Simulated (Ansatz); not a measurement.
System: GeI2, charge 0, multiplicity 1. 
Geometry from a B3LYP-D3(BJ)/def2-TZVP (Ansatz, a quantum-chemistry and plane-wave program) optimisation:
```xyz
3

Ge     0.0170     0.0000     1.2404
I      1.0196    -1.7356    -0.3885
I     -1.0299     1.7355    -0.3605
```

Computed values are from Ansatz. Correlated levels leave the core frozen unless marked. Open shells are spin-unrestricted. No spin-orbit coupling. Frozen are the shells of the preceding noble gas and the d and f shells that filled before the atom's block. In def2 rows, elements after Kr have scalar-relativistic effective core potentials. CBS(X,Y): correlation extrapolated as X^-3; Hartree-Fock from the larger set. [CCSD(T)-MP2]/basis is that difference in the basis named.

Task: What is the vertical ionisation energy (to the doublet) at RI-MP2/CBS(def2-TZVPPD,def2-QZVPPD)+[CCSD(T)-MP2]/def2-TZVPPD?

Result: 9.25 eV.

Task: What is the vertical electron affinity (to the doublet; negative means unbound) at RI-MP2/CBS(def2-TZVPPD,def2-QZVPPD)+[CCSD(T)-MP2]/def2-TZVPPD?

Result: 1.78 eV.

Task: What is the vertical triplet-singlet gap at RI-MP2/CBS(def2-TZVPPD,def2-QZVPPD)+[CCSD(T)-MP2]/def2-TZVPPD?

Result: 2.13 eV.

Task: What is the total energy at RI-MP2/CBS(def2-TZVPPD,def2-QZVPPD)+[CCSD(T)-MP2]/def2-TZVPPD?

Result: -2669.3121 Eh.

Task: What is the T1 diagnostic at CCSD/def2-TZVPPD?

Result: 0.018.
